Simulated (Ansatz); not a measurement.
The cluster Pb₂Se₃. Charge 0, multiplicity 3. Geometry PBE-D4/def2-SVP; atoms count from 1.

```xyz
5

Pb   -1.800   -0.589    0.001
Pb    1.879    0.126   -0.206
Se   -0.289    1.710    0.758
Se    0.363   -1.406    1.591
Se   -0.152    0.160   -2.143
```

In the def2 sets Pb takes a core potential; there is no spin–orbit coupling. At PBE0-D4/def2-TZVP a singlet of charge 0 lies 1.20 eV below the triplet, each at its own geometry. The structure comes from a short search, and lower isomers may exist.

Estimate the Mulliken populations from the PBE0/def2-TZVP orbitals of Ansatz.


| atom | charge (e) | spin (α − β) |
| --- | --- | --- |
| Pb1 | 0.55 | -0.13 |
| Pb2 | 0.55 | -0.13 |
| Se3 | -0.30 | 0.94 |
| Se4 | -0.40 | 0.66 |
| Se5 | -0.40 | 0.66 |
Mulliken values and Mayer orders depend strongly on the basis.

Where does the spin sit?

Summed by element: Pb -0.25, Se 2.25, of 2 unpaired in all. Largest on single atoms: Se3 0.94, Se5 0.66, Se4 0.66.

And the Mayer bond orders between bonded heavy atoms (over 0.3)?

Pb1–Se3 0.67 (2.85 Å); Pb1–Se4 0.76 (2.81 Å); Pb1–Se5 0.76 (2.81 Å); Pb2–Se3 0.68 (2.85 Å); Pb2–Se4 0.76 (2.81 Å); Pb2–Se5 0.76 (2.81 Å). Values over 0.3 also appear between atoms too far apart for a bond (Se3–Se4 0.35 at 3.29 Å; Se3–Se5 0.35 at 3.29 Å); they arise where an orbital or an unpaired electron spreads over both atoms.
